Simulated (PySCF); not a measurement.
## Ga (gallium, neutral) across methods

[Ar] 3d10 4s2 5s1, 2S determinant (an excited configuration). Computed with PySCF 2.14 in x2c-TZVPPall with one added diffuse shell each of s, p, d type (7s6p5d1f, 57 functions), with scalar relativity by spin-free X2C-1e.

| method | E (hartree) | mean ε 4s α (eV) | mean ε 4s β (eV) | mean ε 5s α (eV) | Σ⟨r²⟩ (bohr²) | ⟨S²⟩ |
| --- | --- | --- | --- | --- | --- | --- |
| B97-3 | -1943.529 | -12.542 | -12.490 | -1.841 | 69.10 | 0.750 |
| wB97X | -1943.760 | -15.072 | -15.029 | -2.788 | 68.92 | 0.750 |
| LDA | -1940.562 | -12.051 | -11.969 | -1.578 | 68.03 | 0.750 |
| UHF | -1942.05934 | -14.632 | -14.362 | -2.521 | 70.51 | 0.750 |
| r2SCAN | -1943.675 | -11.973 | -12.055 | -1.606 | 69.29 | 0.751 |
| r2SCAN0 | -1943.636 | -12.877 | -12.874 | -1.892 | 69.29 | 0.750 |
| PBE | -1943.439 | -11.746 | -11.678 | -1.660 | 69.15 | 0.750 |
| PBE0 | -1943.451 | -12.672 | -12.567 | -1.966 | 69.38 | 0.750 |
| PW91 | -1943.888 | -11.836 | -11.768 | -1.667 | 69.04 | 0.750 |

The outer electron is Rydberg-like, and this basis confines it to a smaller radius and binds it less than a complete one would.
